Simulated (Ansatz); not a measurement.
The cluster Te2W, relaxed as a singlet with RKS PBE0-D4/def2-TZVP in Ansatz, starting from the GFN2-xTB geometry. Force threshold 0.02 eV/Å.

In the def2 sets Te, W take a core potential; there is no spin–orbit coupling. The restricted singlet is unstable towards broken spin symmetry in Hartree–Fock (as tested in another run); at PBE0-D4/def2-TZVP this wasn't settled. Another isomer (triplet) lies 2.62 eV lower at PBE0-D4/def2-TZVP; other spin states weren't run for this one.

Start:

Cartesian coordinates in Å:
```
W 0.053 1.499 0.004
Te 1.247 -0.793 -0.471
Te -1.300 -0.706 0.467
```

Question: Estimate the energy that the relaxation releases and the steps that it takes.

Answer: 1.5 kcal/mol, in 5 steps; 16 s on 2 threads of AMD EPYC 9R14 on a shared host. No frequencies were taken in this run, so the end may be a saddle point.

Question: Does the start keep its bonding and symmetry?

Answer: By distances, no bond broke or formed. The bond that changes most is W1–Te2, from 2.63 to 2.56 Å (atoms count from 1). Point group C2v at the start, C2v at the end, both within 0.05 Å.

Question: Predict the relaxed structure.

Answer: 
```xyz
3

W     0.051    1.441    0.004
Te    1.254   -0.764   -0.473
Te   -1.305   -0.677    0.469
```
Bond lengths: 2 × Te–W 2.56 Å; 1 × Te–Te 2.73 Å.
